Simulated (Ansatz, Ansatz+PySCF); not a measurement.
```yaml
atoms:
  - { symbol: C, position_ang: [0.0000, 0.0000, -0.6653] }
  - { symbol: C, position_ang: [0.0000, 0.0000, 0.6653] }
  - { symbol: H, position_ang: [0.0000, -0.9311, -1.2403] }
  - { symbol: H, position_ang: [0.0000, 0.9311, -1.2403] }
  - { symbol: H, position_ang: [0.0000, -0.9311, 1.2403] }
  - { symbol: H, position_ang: [0.0000, 0.9311, 1.2403] }
```

Basis set: def2-SVP (spherical functions). Correlated methods keep 2 orbitals frozen. Charge 0, multiplicity 1.

Computed with Ansatz (development build ahead of 0.2.0); each method stands on the lowest determinant of its kind that the runs found. Restricted open shells among the atoms or ions are ROHF, correlated in semicanonical orbitals with singles. Restricted functionals stand beside restricted open-shell atoms, which can lie above the unrestricted atoms usual in DFT and then raise those values.

Problem. Give the atomization energy at this shape (free ground-state atoms in the same class of orbitals less the molecule, no zero-point energy) of singlet C2H4 by ωB97X (unrestricted), ωB97X (restricted), r²SCAN (restricted), r²SCAN (unrestricted), PBE0 (restricted), PBE0 (unrestricted), PBE (restricted), PBE (unrestricted), RHF-CCSD(T), RHF-MP2, RHF, UHF.

Solution.

| method | atomization energy |
| --- | --- |
| ωB97X (unrestricted) | 562.53 kcal/mol |
| ωB97X (restricted) | 565.86 kcal/mol |
| r²SCAN (restricted) | 567.83 kcal/mol |
| r²SCAN (unrestricted) | 564.28 kcal/mol |
| PBE0 (restricted) | 568.68 kcal/mol |
| PBE0 (unrestricted) | 566.65 kcal/mol |
| PBE (restricted) | 575.26 kcal/mol |
| PBE (unrestricted) | 573.70 kcal/mol |
| RHF-CCSD(T) | 542.38 kcal/mol |
| RHF-MP2 | 542.94 kcal/mol |
| RHF | 438.06 kcal/mol |
| UHF | 432.95 kcal/mol |
